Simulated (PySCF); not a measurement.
# RbS and its ions

UHF-MP2; basis Rb def2-SVPD with ECP28, S def2-SVPD; scalar-relativistic core potentials; PySCF 2.14. Neutral (UHF): doublet (π ↑), Re = 3.047 Å, ωe = 206 cm⁻¹, De = 2.34 eV.

RbS⁺ (UHF): triplet (π ↑↑), Re = 3.581 Å, ωe = 90.7 cm⁻¹, De = 0.30 eV to Rb⁺ + S. The energies at the minima are -421.40327 hartree for RbS and -421.17965 for RbS⁺.

Problem. Work out the adiabatic ionisation energy, without and with harmonic zero-point energies (1 hartree = 27.2114 eV, 1 eV = 8065.5 cm⁻¹), and the change of the bond length.

Solution. At UHF-MP2: 0.22362 hartree = 6.085 eV between the minima; the zero-point term (90.7 − 206.0)/2 cm⁻¹ = -0.007 eV makes it 6.078 eV. Re changes by +53.4 pm against the neutral. The electron leaves a π orbital, and the ion is left as a loose complex of an ion and an atom.

Correlated steps freeze 5 core orbitals. Weak bonds: RbS⁺. Basis-set superposition, not corrected here, can be much of De in a small basis, most of all at correlated wavefunction levels. Spin–orbit coupling is left out. For an ion De counts to the pair picked by the measured ionisation energies or electron affinities, which need not be the lowest pair at this level. States were picked by a PBE0 search and need not be the measured ground states.
